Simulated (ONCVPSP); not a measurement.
**Ca ONCV: all-electron and pseudo phase curves**

Ca (Z = 20), optimised norm-conserving Vanderbilt (ONCV), made with ONCVPSP 4.0.1 (PBEsol, scalar-relativistic). Core [Ne], reference 3s2 3p6 4s1.5 (charge +0.5). Waves: 3s+4s: rc 2.10 bohr, ncon 4, nbas 7, qcut 6.2 1/bohr, 2 projectors; 3p: rc 1.50 bohr, ncon 4, nbas 8, qcut 10.2 1/bohr, 3 projectors, debl 3.2 Ha; d scattering state at 0.35 Ha: rc 1.85 bohr, ncon 5, nbas 8, qcut 4.4 1/bohr, 1 projector. Local part: polynomial inside 1.35 bohr (lpopt 1, dvloc0 2 Ha). Core correction: polynomial model core, fcfact 0.55.

In the d channel the program set the typed energies aside and used -0.183 Ha.

The phase is arctan(r·R′/R) of the radial function R(r), unwrapped; energies in Ha, scanned from -3 to 5 Ha. A pole is an energy at which the radial function vanishes at the test radius. The pseudo phase is shifted by a multiple of π to meet the all-electron one at the reference energy, and phase errors are pseudo minus all-electron; the curves can meet again beyond the range given. Levels narrower than the energy grid can be missing from the lists of poles.

Q: For each channel, where are the poles, and over which energies does the pseudopotential scatter like the atom?

A:

| channel | radius (bohr) | reference energy (Ha) | poles, all-electron | poles, pseudo | unbroken range about the reference energy with phases within 0.05 rad | phase error 1 Ha above the reference energy (rad) |
| --- | --- | --- | --- | --- | --- | --- |
| s | 2.13 | -0.23 | -1.69, 3.14 | -1.69, 3.12 | the whole range | +0.000 |
| p | 1.53 | -1.15 | 0.17 | 0.17 | the whole range | -0.000 |
| d | 1.88 | -0.18 | 0.54 | 0.58 | below 1.1 | +0.028 |

Phases in the p channel:

| E (Ha) | all-electron | pseudo |
| --- | --- | --- |
| -2.98 | 0.909 | 0.909 |
| -2.54 | 0.655 | 0.655 |
| -2.10 | 0.125 | 0.125 |
| -1.66 | -0.630 | -0.630 |
| -1.22 | -1.105 | -1.105 |
| -0.78 | -1.337 | -1.337 |
| -0.34 | -1.470 | -1.470 |
| 0.10 | -1.559 | -1.559 |
| 0.54 | -1.629 | -1.629 |
| 0.98 | -1.693 | -1.693 |
| 1.42 | -1.758 | -1.758 |
| 1.86 | -1.834 | -1.834 |
| 2.30 | -1.934 | -1.934 |
| 2.74 | -2.087 | -2.087 |
| 3.18 | -2.358 | -2.358 |
| 3.62 | -2.873 | -2.873 |
| 4.06 | -3.555 | -3.554 |
| 4.50 | -4.007 | -4.007 |
| 4.94 | -4.240 | -4.240 |
